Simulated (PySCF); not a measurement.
C₅H₇F, SMILES C=C1CC[C@@H]1F. Coordinates come from a ωB97X-D3(BJ)/def2-SVP optimisation. The structure was generated by enumeration; whether it is a known compound was not checked.

Level of theory: ωB97X-D3(BJ)/def2-SVP (PySCF 2.14.0).

Harmonic wavenumbers (cm⁻¹): 121, 213, 335, 419, 547, 647, 702, 798, 839, 914, 946, 965, 988, 1058, 1124, 1177, 1203, 1224, 1243, 1285, 1300, 1404, 1427, 1453, 1481, 1825, 3081, 3094, 3111, 3161, 3170, 3185, 3270. Rotational constants (GHz): 4.710, 3.983, 2.343; symmetry number 1.

Problem. Work out the zero-point energy and the ideal-gas rigid-rotor harmonic-oscillator thermochemistry at 298.15 K and 1 atm.

Solution. ZPE = ½ Σ hcν = ½ × 47710 cm⁻¹ = 285.37 kJ/mol. H − E(el) = 302.73 kJ/mol. Entropy in J/(mol K): translation 164.31, rotation 110.44, vibration 40.65, total 315.40. G − E(el) = 208.69 kJ/mol. Cp = 94.89 J/(mol K). Modes under 150 cm⁻¹ make the vibrational entropy uncertain.
